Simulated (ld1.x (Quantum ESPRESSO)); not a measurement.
Before and after: TM potential for beryllium

Be, norm-conserving Troullier–Martins (Kleinman–Bylander form), made with ld1.x (Quantum ESPRESSO) 7.5 (PBE, scalar-relativistic). Core [He], reference 2s1 2p1. Waves: 2p (bound): rc 2.60 bohr; 2s (bound): rc 2.20 bohr. Local part: the s channel. Core correction: none.

All-electron outer shells of the reference configuration (PBE, scalar-relativistic, ld1.x):

```json
{"shell": "1s", "level (eV)": "-107.63", "outermost node (bohr)": "–", "outermost maximum (bohr)": "0.27"}
{"shell": "2s", "level (eV)": "-6.16", "outermost node (bohr)": "0.59", "outermost maximum (bohr)": "2.02"}
{"shell": "2p", "level (eV)": "-2.53", "outermost node (bohr)": "–", "outermost maximum (bohr)": "2.23"}
```

Change: wave 2s (bound): rc 2.20 bohr becomes 2s (bound): rc 1.74 bohr.

Cutoffs: the cutoffs (Ry, on a coarse ladder) from which the occupation-weighted sum of valence levels, in a spherical-Bessel basis at the reference potential, stays within 10 and 1 mRy of its value at 400 Ry; they do not see the model core or the augmentation charge, which bear on the density cutoff. Errors are all-electron minus pseudo energies relative to the spin-unpolarised reference configuration.

Q: What does the change do?

A: The potential gets harder (10 Ry and 15 Ry → 10 Ry and 18 Ry); of the 5 tests that both files solve, the error grows in 1 and shrinks in 2 by more than 15 % and 0.3 meV (median size 11.2 → 8.6 meV); neither file shows a bound ghost. A smaller radius makes the pseudo-wave follow the all-electron one further in, where it bends more sharply, so more plane waves are needed.

| quantity | base | changed |
| --- | --- | --- |
| cutoff, loose | 10 Ry | 10 Ry |
| cutoff, tight | 15 Ry | 18 Ry |
| bound ghosts | none | none |
| error for 2s2 2p0, meV [ΔE -3.61 eV] | +0.8 | -0.4 |
| error for 2s1 2p0, meV [ΔE 5.94 eV] | +32 | +29 |
| error for 2s1.5 2p0, meV [ΔE 0.15 eV] | +11 | +8.6 |
| error for 2s0 2p1, meV [ΔE 9.85 eV] | -15 | -17 |
| error for 2s0 2p2, meV [ΔE 3.64 eV] | 0.0 | -4.8 |
| s: phases at 2.84 bohr within 0.05 rad from the reference energy up to (Ry; the scan ends near 5) | 1.6 | 1.9 |
| p: phases at 2.84 bohr within 0.05 rad from the reference energy up to (Ry; the scan ends near 5) | 1.7 | 1.6 |
